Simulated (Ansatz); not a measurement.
`[NH2][AlH][SiH2][TeH]` + `CC(O)O` → `CC(O)(O)[TeH]` + `[NH2][AlH][SiH3]`  (formal exchange of groups at a Te–Si bond)

Calculated with Ansatz (gas phase, PBE0-D4/def2-TZVP geometries, no zero-point term in ΔE). CCSD(T)/CBS adds triple-zeta CCSD(T) − MP2 to the extrapolated MP2 energy (def2 sets, frozen cores). Functionals use def2-TZVPP. Elements past krypton have def2 core potentials. For Te outer-core shells are correlated without core-valence functions, which leaves a few kJ/mol of doubt a bond. One conformer a species, not always the lowest.

```json
{"level": "PBE-D4", "ΔE (kcal/mol)": "25.9", "difference from CCSD(T)/CBS": "-1.8"}
{"level": "ωB97X-V", "ΔE (kcal/mol)": "27.8", "difference from CCSD(T)/CBS": "0.1"}
{"level": "ωB97M-V", "ΔE (kcal/mol)": "27.8", "difference from CCSD(T)/CBS": "0.1"}
{"level": "PBE", "ΔE (kcal/mol)": "26.3", "difference from CCSD(T)/CBS": "-1.4"}
{"level": "PBE0", "ΔE (kcal/mol)": "28.8", "difference from CCSD(T)/CBS": "1.1"}
{"level": "CCSD/def2-TZVPP", "ΔE (kcal/mol)": "28.1", "difference from CCSD(T)/CBS": "0.4"}
{"level": "CCSD(T)/def2-TZVPP", "ΔE (kcal/mol)": "27.0", "difference from CCSD(T)/CBS": "-0.7"}
{"level": "HF/def2-QZVPP", "ΔE (kcal/mol)": "31.6", "difference from CCSD(T)/CBS": "3.9"}
{"level": "HF/CBS(def2)", "ΔE (kcal/mol)": "31.6", "difference from CCSD(T)/CBS": "3.9"}
{"level": "MP2/CBS(def2)", "ΔE (kcal/mol)": "28.3", "difference from CCSD(T)/CBS": "0.6"}
{"level": "CCSD(T)/CBS", "ΔE (kcal/mol)": "27.7", "difference from CCSD(T)/CBS": "0"}
```

Largest T1 diagnostic among the species: 0.013.

The D4 term adds −0.8 kcal/mol with B3LYP and −0.4 kcal/mol with PBE0; it sums over pairs of atoms, weighted by their polarisabilities, and B3LYP, whose exchange is more repulsive, gets the larger term. From PBE to PBE0 (25 % exact exchange), in def2-TZVPP and without D4, ΔE moves by +2.5 kcal/mol. In def2-TZVPP, CCSD(T) changes the Hartree–Fock value by −4.6 kcal/mol (the triples alone add −1.1 kcal/mol) and MP2 by −4.0 kcal/mol.

B3LYP here is the variant with VWN-RPA as its local correlation; programs differ in this.
